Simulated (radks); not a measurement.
The numbers below are computed, except where a source is named.
The germanium anion Ge4-, [Kr], held by a Watson sphere: a shell of charge +4 at radius R that stands for the Madelung well of a crystal (potential energy -4/R inside, -4/r outside, in hartree with lengths in bohr). Code: a radial shooting solver on a logarithmic mesh with Libxc functionals. Model: scalar-relativistic Kohn-Sham, LDA (Slater exchange, VWN5 correlation), spin-unpolarised, spherical densities, point nucleus. Response by self-consistent Sternheimer equations with the Hartree and adiabatic LDA kernel, the relativistic mass of each level held fixed and spin-orbit coupling left out. The sphere does not respond.

R (bohr)	e(3d) (eV)	e(4s) (eV)	e(4p) (eV)	<r> 4p (bohr)	sum of <r^2> (bohr^2)	X-ray form factor at sin(theta)/lambda = 0.2 1/angstrom	alpha (bohr^3)
2.87	-27.601	-13.285	-6.324	2.896	81.21	25.423	65.16
3.27	-27.056	-12.139	-5.615	3.121	91.65	25.314	89.40
3.96	-26.636	-10.741	-4.609	3.518	111.5	25.294	151.7
4.31	-26.538	-10.256	-4.201	3.723	122.6	25.327	195.9
4.72	-26.473	-9.836	-3.798	3.966	136.5	25.378	260.4
